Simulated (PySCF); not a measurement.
**Circular dichroism: SMILES C(C=C=CC#C)#C, C7H4**

Geometry:
```json
{"atom": "C1", "x (Å)": "3.202", "y (Å)": "0.301", "z (Å)": "-0.676"}
{"atom": "C2", "x (Å)": "2.249", "y (Å)": "-0.316", "z (Å)": "-0.249"}
{"atom": "C3", "x (Å)": "1.154", "y (Å)": "-1.063", "z (Å)": "0.274"}
{"atom": "C4", "x (Å)": "-0.108", "y (Å)": "-0.833", "z (Å)": "-0.020"}
{"atom": "C5", "x (Å)": "-1.371", "y (Å)": "-0.618", "z (Å)": "-0.316"}
{"atom": "C6", "x (Å)": "-2.228", "y (Å)": "0.258", "z (Å)": "0.412"}
{"atom": "C7", "x (Å)": "-2.981", "y (Å)": "0.996", "z (Å)": "1.010"}
{"atom": "H8", "x (Å)": "4.040", "y (Å)": "0.853", "z (Å)": "-1.059"}
{"atom": "H9", "x (Å)": "1.389", "y (Å)": "-1.883", "z (Å)": "0.968"}
{"atom": "H10", "x (Å)": "-1.804", "y (Å)": "-1.143", "z (Å)": "-1.179"}
{"atom": "H11", "x (Å)": "-3.642", "y (Å)": "1.653", "z (Å)": "1.545"}
```

Method used: PySCF 2.14.0, TDDFT CAM-B3LYP/def2-TZVPD circular dichroism and optical rotation, one conformer, gas phase. Geometry: PBE0-D3(BJ)/def2-SVP.

No stereocentre is labelled: unless the shape is locked (an allene, a helicene, a hindered biaryl), the mirror image is equally populated and a measured rotation or CD is zero.

(1) List the lowest 12 singlet excitations with oscillator and rotatory strengths.

## Answers

(1) Rotatory strengths R in 10⁻⁴⁰ esu² cm², velocity form and length form (origin at the centre of mass); f in length form.
| state | E (eV) | λ (nm) | f | R (velocity) | R (length) | main |
| --- | --- | --- | --- | --- | --- | --- |
| 1 | 4.96 | 250 | 0.0003 | +3.0 | +3.0 | HOMO→LUMO 0.46, HOMO−1→LUMO+1 0.45 |
| 2 | 5.12 | 242 | 0.000 | 0.0 | 0.0 | HOMO→LUMO+1 0.45, HOMO−1→LUMO 0.45 |
| 3 | 5.58 | 222 | 0.082 | +61.5 | +61.7 | HOMO−2→LUMO 0.47, HOMO−3→LUMO+1 0.31 |
| 4 | 5.59 | 222 | 0.000 | +0.3 | +0.3 | HOMO−2→LUMO+1 0.50, HOMO−3→LUMO 0.40 |
| 5 | 5.61 | 221 | 0.639 | -161.6 | -162.1 | HOMO−1→LUMO+1 0.36, HOMO→LUMO 0.36 |
| 6 | 5.69 | 218 | 0.027 | +43.4 | +43.5 | HOMO→LUMO+1 0.39, HOMO−1→LUMO 0.39 |
| 7 | 6.23 | 199 | 0.0001 | -0.3 | -0.3 | HOMO→LUMO+6 0.20, HOMO→LUMO+2 0.18 |
| 8 | 6.26 | 198 | 0.0003 | -0.3 | -0.3 | HOMO−1→LUMO+6 0.21, HOMO−1→LUMO+2 0.17 |
| 9 | 6.70 | 185 | 0.008 | +42.8 | +41.7 | HOMO→LUMO+2 0.64, HOMO→LUMO+6 0.10 |
| 10 | 6.71 | 185 | 0.004 | -12.6 | -11.8 | HOMO−1→LUMO+2 0.65, HOMO−1→LUMO+6 0.09 |
| 11 | 6.92 | 179 | 0.383 | -30.8 | -31.0 | HOMO−3→LUMO+1 0.44, HOMO−2→LUMO 0.40 |
| 12 | 7.00 | 177 | 0.020 | +8.5 | +8.6 | HOMO−3→LUMO 0.47, HOMO−2→LUMO+1 0.39 |

Among the states computed, the strongest CD band (largest |R|) is state 5. The largest dissymmetry factor in size, g = 4R/(D+G), with D and G the electric and magnetic dipole strengths, is +0.09 for state 1 (velocity form, f = 0.0003), among bands with |R| over 0.5. The mirror image has the same energies and oscillator strengths and all R with the opposite sign.
